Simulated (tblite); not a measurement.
C4H9F2PSi.
Atom-mapped SMILES: `[F:1][C@@H:2]1[CH2:3][CH2:4][CH2:5][Si@:6]1([F:7])[PH2:8]` (hydrogens: H9 on C2; H10, H11 on C3; H12, H13 on C4; H14, H15 on C5; H16, H17 on P8)

Computed geometry: GFN2-xTB, gas phase.

(1) Give the optimised bond lengths and angles.

Results:

(1) 
```json
{"bond": "F1–C2", "length (bohr)": "2.634"}
{"bond": "C2–C3", "length (bohr)": "2.880"}
{"bond": "C3–C4", "length (bohr)": "2.889"}
{"bond": "C4–C5", "length (bohr)": "2.897"}
{"bond": "C5–Si6", "length (bohr)": "3.613"}
{"bond": "Si6–F7", "length (bohr)": "3.079"}
{"bond": "Si6–P8", "length (bohr)": "4.219"}
{"bond": "C2–Si6", "length (bohr)": "3.640"}
{"bond": "C2–H9", "length (bohr)": "2.065"}
{"bond": "C3–H10", "length (bohr)": "2.062"}
{"bond": "C3–H11", "length (bohr)": "2.062"}
{"bond": "C4–H12", "length (bohr)": "2.063"}
{"bond": "C4–H13", "length (bohr)": "2.061"}
{"bond": "C5–H14", "length (bohr)": "2.056"}
{"bond": "C5–H15", "length (bohr)": "2.061"}
{"bond": "P8–H16, P8–H17", "length (bohr)": "2.620"}
```

Bonds in one row agree within 0.02 bohr and their mean is given. A selection of angles:
```json
{"angle": "F1–C2–C3", "degrees": "109.4"}
{"angle": "F1–C2–Si6", "degrees": "109.4"}
{"angle": "C3–C2–Si6", "degrees": "104.9"}
{"angle": "C2–C3–C4", "degrees": "108.4"}
{"angle": "C3–C4–C5", "degrees": "108.5"}
{"angle": "C4–C5–Si6", "degrees": "104.2"}
{"angle": "C5–Si6–F7", "degrees": "108.2"}
{"angle": "C5–Si6–P8", "degrees": "125.6"}
{"angle": "F7–Si6–P8", "degrees": "107.9"}
{"angle": "C2–Si6–C5", "degrees": "93.2"}
{"angle": "C2–Si6–F7", "degrees": "107.2"}
{"angle": "C2–Si6–P8", "degrees": "113.1"}
```

Torsions: F1–C2–C3–C4 -82° (synclinal); C2–C3–C4–C5 -51° (synclinal); C3–C4–C5–Si6 39° (synclinal); C4–C5–Si6–F7 -125° (anticlinal); F1–C2–Si6–C5 106° (anticlinal).

Si6 (fluorine-bound silicon) has angles from 93.2° to 125.6°. The 5-membered ring C2–C3–C4–C5–Si6 has internal angles of 93.2° to 108.5°; it is puckered, 0.19 Å rms from its mean plane, widest ring torsion 51°. P8 (three-coordinate phosphorus) is pyramidal (angles 94.8°, 94.3° and 92.9°, sum 282.0°, 0.84 Å off the plane of its three neighbours).

Point group: C1 (no symmetry element, even within 0.4 Å). Its GFN2-xTB frequencies are all real (lowest 57 cm⁻¹). One conformer, not necessarily the lowest (C5–Si6–P8–H 33° and -60°, F1–C2–C3–C4 -82°, C2–C3–C4–C5 -51°, C3–C4–C5–Si6 39°, C4–C5–Si6–F7 -125°). 2 starts were optimised and ended at 0.00 and 0.05 kcal/mol (GFN2-xTB); the lowest of these is shown.
